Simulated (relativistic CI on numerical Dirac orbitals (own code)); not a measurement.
One change at a time: Hg9+

Base calculation: Dirac-Coulomb-Breit CI, separate exchange-only KLI orbitals for each configuration, a model potential for QED, unscaled Slater integrals.

CI space (outside the closed core [Kr] 4d10 4f14): 5s2 5p6 5d3, 5s2 5p6 5d2 6s, 5s2 5p6 5d2 5f, 5s2 5p5 5d4, 5s2 5p6 5d2 6p, 5s2 5p6 5d2 5g, 5s2 5p6 5d 6s 6p, 5s2 5p6 5d 5f 6s, 5s2 5p6 5d2 6d, 5s 5p6 5d4, 5s2 5p6 5d2 7s, 5s2 5p6 5d 6s2, 5s2 5p6 5f 6s2, 5s2 5p6 6s2 6p, 5s2 5p6 5g 6s2, 5s2 5p6 6s2 6d, 5s2 5p6 5d 5f2, 5s2 5p6 5f2 6s, 5s2 5p6 5f3, 5s2 5p6 5f2 6p, 5s2 5p6 5f2 5g, 5s2 5p6 5f2 6d, 5s2 5p6 5d 6p2, 5s2 5p6 6s 6p2, 5s2 5p6 5f 6p2, 5s2 5p6 6p3, 5s2 5p6 5g 6p2, 5s2 5p6 6p2 6d, 5s2 5p6 5d 5f 6p, 5s2 5p6 5f 6s 6p, 5s2 5p6 5f 5g 6p, 5s2 5p6 5f 6p 6d. Double excitations out of closed p, d and f shells are left out; levels of such configurations are missing from the list, as are those of other unlisted configurations, and high levels can miss mixing partners. These lack a partner that the ground configuration has and come out too high: 5s2 5p6 5d2 7s.

Variants: (1) valence Slater integrals scaled by 0.9; (2) Breit term removed; (3) non-relativistic limit. Shifts of the energy above 5s2 5p6 5d3 4F_3/2, in cm⁻¹, for the lowest level and the first level of each name with at least 55 % of one term (blank where a level changes its place among those of its configuration and J or its character, or is not in the variant):

| Level | Base | Δ(1) | Δ(2) | Δ(3) |
| --- | --- | --- | --- | --- |
| 5s2 5p6 5d3 4F_3/2 | 0 | 0 | 0 | 0 |
| 5s2 5p6 5d3 4F_5/2 | 13996 | +470 | +413 | -13996 |
| 5s2 5p6 5d3 4F_7/2 | 23057 | +64 | +557 | -23057 |
| 5s2 5p6 5d3 4P_1/2 | 28592 | -958 | +406 | -13441 |
| 5s2 5p6 5d3 2G_7/2 | 42159 | -708 | +786 | -23543 |
| 5s2 5p6 5d3 4P_5/2 | 43517 | -1217 | +694 | -28366 |
| 5s2 5p6 5d3 2P_1/2 | 52432 | -1180 | +875 | -29289 |
| 5s2 5p6 5d3 2H_11/2 | 57701 | -1858 | +948 | -32238 |
| 5s2 5p6 5d3 2D_5/2 | 60347 | -1838 | +930 | -35421 |
| 5s2 5p6 5d3 2F_5/2 | 65744 | -3179 | +736 | -25786 |
| 5s2 5p6 5d3 2F_7/2 | 68665 | -2946 | +890 | -28706 |
| 5s2 5p6 5d3 2P_3/2 | 73474 | -1625 | +1248 |  |
| 5s2 5p6 5d2 6s 4F_3/2 | 268061 | -253 | -62 | +77701 |
| 5s2 5p6 5d2 6s 4F_5/2 | 272280 | -550 | -28 | +73482 |
| 5s2 5p6 5d2 6s 4F_7/2 | 288725 | -89 | +430 | +57037 |
| 5s2 5p6 5d2 6s 4P_1/2 | 292768 | -2180 | +23 | +69233 |
| 5s2 5p6 5d2 6s 4F_9/2 | 300598 | -560 | +611 | +45164 |
| 5s2 5p6 5d2 6s 4P_3/2 | 302744 | -1535 | +382 | +59257 |
| 5s2 5p6 5d2 6s 2P_1/2 | 314332 | -2755 | +368 | +56891 |
| 5s2 5p6 5d2 6s 2G_9/2 | 323674 | -2061 | +754 | +48639 |
| 5s2 5p6 5d2 6s 2G_7/2 | 327445 | -1972 | +856 | +44868 |
| 5s2 5p6 5d2 6s 2P_3/2 | 334094 | -2416 | +882 | +37129 |

At this charge energies of transitions that change n are usually good to better than 1 %, and those within a shell (Δn = 0) to a few per cent. Terms inside the open d or f shell come out 10 to 20 % too wide with unscaled integrals. Levels and lines within the n = 5 or 6 shells can be off by up to 10 % or somewhat more, and those that change n by about 2 %, since core polarisation is missing.

Ionisation energy from the two ground configurations alone: base 152.74 eV; valence Slater integrals scaled by 0.9 152.652 eV; Breit term removed 152.796 eV. The NIST ASD value (theoretical) is 153 eV.

LS names give the leading component of a level, which can be under half, so a name can repeat, a term be missing and a line seem to break the LS rules.
